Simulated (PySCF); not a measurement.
Energy of Pm²⁺ (promethium, charge +2) between two integer charges

The 4f alpha orbital of [Xe] 4f5 is emptied in steps (occupation f), with all orbitals relaxed, ending at [Xe] 4f4. All numbers are calculated (PySCF 2.14, scalar relativity through the core potential, in def2-TZVP with the def2 core potential (28 electrons) (10s7p5d4f1g, 93 functions)). The exact energy is a straight line in f; departures are measured from the line between the end points of the same method.

Task: Among UHF, LDA, PBE, which shows the largest delocalisation error (convex curve), and which is closest to linear?

Result: Most convex: LDA (-2.078 eV at f = 0.4); closest to linear: UHF (0.967 eV).

| f | UHF (eV) | LDA (eV) | PBE (eV) |
| --- | --- | --- | --- |
| 1 | 0.000 | 0.000 | 0.000 |
| 0.8 | 0.685 | -1.357 | -1.311 |
| 0.6 | 0.997 | -2.057 | -1.985 |
| 0.4 | 0.967 | -2.078 | -2.002 |
| 0.2 | 0.626 | -1.398 | -1.346 |
| 0 | 0.000 | 0.000 | 0.000 |

```tsv
method	E(f=0) − E(f=1) (eV)	−ε at f=1 (eV)	−ε at f=0.4 (eV)
UHF	20.361	24.774	19.409
LDA	24.595	16.205	26.226
PBE	24.100	15.985	25.683
```

Reference removal energy between the ground levels: 22.44 ± 0.08 eV (semi-empirical (NIST evaluation); NIST Atomic Spectra Database, ionization energies). The calculation has no spin-orbit coupling. The determinant left behind need not be the lowest term of the ion. UHF lacks correlation.
